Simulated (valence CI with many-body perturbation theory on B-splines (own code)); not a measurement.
Co22+: electric-dipole lines

Computed by relativistic CI+MBPT: three valence electrons over a frozen Dirac-Fock core [He], radial functions for each j: 11 s, 11 p, 9 d, 7 f, 5 g, 2 h, 1 i, with the one-electron correlation potential Σ1 (screened to all orders), the two-electron term Σ2, the three-electron term Σ3, Breit, model QED; selected single and double excitations, second order for the rest (own B-spline code, finite nucleus).

No measured levels were compared; by estimate levels of excited configurations hold to 0.05 to 0.15 % of their energy, terms of the ground configuration to about 0.5 %.

Lines 101 to 150 of 256 in falling wavelength, among levels below 10291 × 10³ cm⁻¹, chosen from the strongest by gf and those to the six lowest levels. Wavelengths and rates use the calculated energies, so an error of 800 cm⁻¹ moves a line at 11.37 Å by 0.0091 % and its rate by three times that or more. Electric multipoles are in the length gauge, E1 and E2 with the static RPA response of the core. Weak lines are less certain than strong ones. Lines between different terms over intervals too small for the method are left out, as are lines whose strength nearly cancels. The highest levels of a list are the least certain.

Names give the largest LS component (configuration and term), which can be under half, so a name can repeat, a term be missing and a line seem to break the LS rules; names also repeat where a configuration has a term twice. Letters in brackets count levels of one name in rising energy.

| λ vac (Å) | Upper | Lower | A (s⁻¹) | S (a.u.) with core polarisation | S without |
| --- | --- | --- | --- | --- | --- |
| 11.37 | 2s 2p 3d 4F°_3/2 | 2s 2p2 2D_3/2 | 6.54e+11 | 1.90e-03 | 1.90e-03 |
| 11.37 | 2s 2p 3d 2D°_3/2 [a] | 2s 2p2 2P_1/2 | 4.64e+12 | 1.35e-02 | 1.35e-02 |
| 11.37 | 2s 2p 3s 4P°_1/2 | 2s 2p2 4P_1/2 | 6.14e+11 | 8.90e-04 | 8.86e-04 |
| 11.36 | 2s 2p 3s 4P°_5/2 | 2s 2p2 4P_5/2 | 2.47e+12 | 1.07e-02 | 1.07e-02 |
| 11.34 | 2s 2p 3d 4F°_5/2 | 2s 2p2 2D_3/2 | 1.53e+11 | 6.61e-04 | 6.62e-04 |
| 11.33 | 2s 2p 3d 2P°_1/2 [a] | 2s 2p2 2S_1/2 | 1.61e+13 | 2.32e-02 | 2.32e-02 |
| 11.33 | 2s 2p 3d 4P°_5/2 | 2s 2p2 2D_5/2 | 1.37e+12 | 5.89e-03 | 5.90e-03 |
| 11.32 | 2s 2p 3s 4P°_3/2 | 2s 2p2 4P_1/2 | 1.51e+12 | 4.33e-03 | 4.31e-03 |
| 11.30 | 2s2 3s 2S_1/2 | 2s2 2p 2P°_1/2 | 1.03e+12 | 1.46e-03 | 1.46e-03 |
| 11.29 | 2s 2p 3d 4P°_5/2 | 2s 2p2 2D_3/2 | 7.15e+11 | 3.05e-03 | 3.05e-03 |
| 11.28 | 2s 2p 3s 4P°_5/2 | 2s 2p2 4P_3/2 | 1.30e+12 | 5.53e-03 | 5.51e-03 |
| 11.28 | 2s 2p 3d 4D°_3/2 | 2s 2p2 2D_3/2 | 1.44e+12 | 4.08e-03 | 4.08e-03 |
| 11.27 | 2s 2p 3d 4D°_1/2 | 2s 2p2 2D_3/2 | 4.15e+11 | 5.86e-04 | 5.85e-04 |
| 11.26 | 2s 2p 3s 2P°_1/2 [b] | 2s 2p2 2D_3/2 | 1.30e+12 | 1.83e-03 | 1.82e-03 |
| 11.26 | 2s 2p 3s 2P°_3/2 [b] | 2s 2p2 2D_3/2 | 9.56e+11 | 2.69e-03 | 2.69e-03 |
| 11.22 | 2s 2p 3d 2D°_3/2 [a] | 2s 2p2 2D_3/2 | 4.07e+12 | 1.14e-02 | 1.14e-02 |
| 11.20 | 2s 2p 3d 2F°_5/2 [a] | 2s 2p2 2D_3/2 | 1.10e+13 | 4.58e-02 | 4.59e-02 |
| 11.19 | 2s 2p 3d 2P°_3/2 [a] | 2s 2p2 2P_1/2 | 7.35e+12 | 2.03e-02 | 2.04e-02 |
| 11.19 | 2p2 3d 4F_5/2 | 2p3 4S°_3/2 | 3.52e+12 | 1.46e-02 | 1.46e-02 |
| 11.15 | 2s 2p 3d 2P°_1/2 [a] | 2s 2p2 2P_1/2 | 2.73e+12 | 3.73e-03 | 3.74e-03 |
| 11.14 | 2s 2p 3d 4D°_5/2 | 2s 2p2 2D_3/2 | 1.24e+12 | 5.10e-03 | 5.11e-03 |
| 11.14 | 2s 2p 3d 2F°_5/2 [b] | 2s 2p2 2D_5/2 | 9.22e+12 | 3.77e-02 | 3.78e-02 |
| 11.12 | 2s 2p 3d 2D°_3/2 [b] | 2s 2p2 2P_3/2 | 3.49e+12 | 9.46e-03 | 9.48e-03 |
| 11.10 | 2s 2p 3d 2D°_3/2 [b] | 2s 2p2 2S_1/2 | 1.07e+13 | 2.88e-02 | 2.88e-02 |
| 11.10 | 2s 2p 3d 2F°_5/2 [b] | 2s 2p2 2D_3/2 | 5.55e+12 | 2.25e-02 | 2.25e-02 |
| 11.10 | 2s 2p 3d 2D°_5/2 | 2s 2p2 2P_3/2 | 2.68e+13 | 1.09e-01 | 1.09e-01 |
| 11.08 | 2s 2p 3d 2P°_1/2 [b] | 2s 2p2 2P_3/2 | 3.78e+12 | 5.07e-03 | 5.08e-03 |
| 11.07 | 2s 2p 3d 2P°_3/2 [b] | 2s 2p2 2P_3/2 | 8.82e+12 | 2.36e-02 | 2.37e-02 |
| 11.06 | 2s 2p 3d 2F°_7/2 [a] | 2s 2p2 2D_5/2 | 2.65e+13 | 1.42e-01 | 1.42e-01 |
| 11.06 | 2s 2p 3d 4F°_5/2 | 2s 2p2 4P_5/2 | 9.78e+11 | 3.91e-03 | 3.92e-03 |
| 11.05 | 2s 2p 3d 2P°_3/2 [b] | 2s 2p2 2S_1/2 | 6.13e+12 | 1.64e-02 | 1.64e-02 |
| 11.05 | 2s 2p 3d 2P°_3/2 [a] | 2s 2p2 2D_3/2 | 5.08e+11 | 1.35e-03 | 1.36e-03 |
| 11.05 | 2p2 3p 4D°_3/2 | 2s 2p2 2P_3/2 | 1.57e+12 | 4.18e-03 | 4.19e-03 |
| 11.03 | 2p2 3p 4D°_3/2 | 2s 2p2 2S_1/2 | 2.90e+12 | 7.68e-03 | 7.69e-03 |
| 11.01 | 2s 2p 3d 4F°_7/2 | 2s 2p2 4P_5/2 | 7.89e+12 | 4.16e-02 | 4.17e-02 |
| 11.01 | 2s 2p 3d 4F°_3/2 | 2s 2p2 4P_3/2 | 8.45e+11 | 2.22e-03 | 2.23e-03 |
| 11.00 | 2s 2p 3d 4P°_5/2 | 2s 2p2 4P_5/2 | 1.53e+12 | 6.02e-03 | 6.04e-03 |
| 11.00 | 2s 2p 3d 2P°_1/2 [a] | 2s 2p2 2D_3/2 | 3.02e+11 | 3.98e-04 | 3.99e-04 |
| 10.99 | 2s 2p 3d 4D°_3/2 | 2s 2p2 4P_5/2 | 3.03e+11 | 7.95e-04 | 7.97e-04 |
| 10.98 | 2s 2p 3d 4F°_5/2 | 2s 2p2 4P_3/2 | 3.68e+12 | 1.44e-02 | 1.45e-02 |
| 10.98 | 2s2 3d 2D_3/2 | 2s2 2p 2P°_3/2 | 3.69e+12 | 9.63e-03 | 9.64e-03 |
| 10.96 | 2s2 3d 2D_5/2 | 2s2 2p 2P°_3/2 | 2.20e+13 | 8.59e-02 | 8.60e-02 |
| 10.95 | 2p2 3p 2D°_5/2 | 2s 2p2 2P_3/2 | 1.34e+12 | 5.19e-03 | 5.18e-03 |
| 10.93 | 2s 2p 3d 4P°_5/2 | 2s 2p2 4P_3/2 | 1.54e+13 | 5.96e-02 | 5.97e-02 |
| 10.93 | 2p2 3p 4D°_1/2 | 2s 2p2 2P_1/2 | 4.28e+12 | 5.52e-03 | 5.52e-03 |
| 10.93 | 2s 2p 3d 4F°_3/2 | 2s 2p2 4P_1/2 | 8.45e+11 | 2.18e-03 | 2.18e-03 |
| 10.92 | 2s 2p 3d 2F°_5/2 [a] | 2s 2p2 4P_5/2 | 5.48e+10 | 2.11e-04 | 2.12e-04 |
| 10.92 | 2s 2p 3d 2D°_3/2 [b] | 2s 2p2 2P_1/2 | 9.44e+12 | 2.43e-02 | 2.43e-02 |
| 10.92 | 2s 2p 3d 4D°_3/2 | 2s 2p2 4P_3/2 | 5.76e+12 | 1.48e-02 | 1.48e-02 |
| 10.91 | 2s 2p 3d 4D°_1/2 | 2s 2p2 4P_3/2 | 1.38e+12 | 1.77e-03 | 1.77e-03 |
